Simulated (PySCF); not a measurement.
**Correlation energy of Pt⁶⁴⁺ (platinum, charge +64)**

[Ne] 3s2 3p2, high-spin 3P determinant. All numbers are calculated (PySCF 2.14, scalar relativity by spin-free X2C-1e, in an uncontracted even-tempered set (17 s from 18 bohr⁻², ratio 2.5; 12 p from 24 bohr⁻², ratio 2.5; 4 d from 92 bohr⁻², ratio 2.7; 4 f from 140 bohr⁻², ratio 2.7)). Frozen: 1s2; 12 electrons correlated; the 20 highest virtual orbitals of each spin left out.

| level | correlation energy (mhartree) |
| --- | --- |
| CCSD | -548.24 |
| (T) | -0.39 |
| CCSD(T) | -548.63 |

Diagnostics: T1 = 0.00023, D1 = 0.0010, largest double amplitude 0.028.

Question: Is a single reference adequate?

Answer: Yes, within this model without spin-orbit coupling: T1 lies below 0.03 and no double amplitude reaches 0.07.

At this charge the one-electron X2C treatment keeps the bare 1/r₁₂, with no two-electron picture change or Breit term. The effect here is smaller than on the frozen 1s shell; and a scalar Hamiltonian misses the large spin-orbit splitting of the p shells, which matters for ns² → np² pairs.

Spin-orbit coupling is strong in this species, so the high-spin LS determinant is a model state.
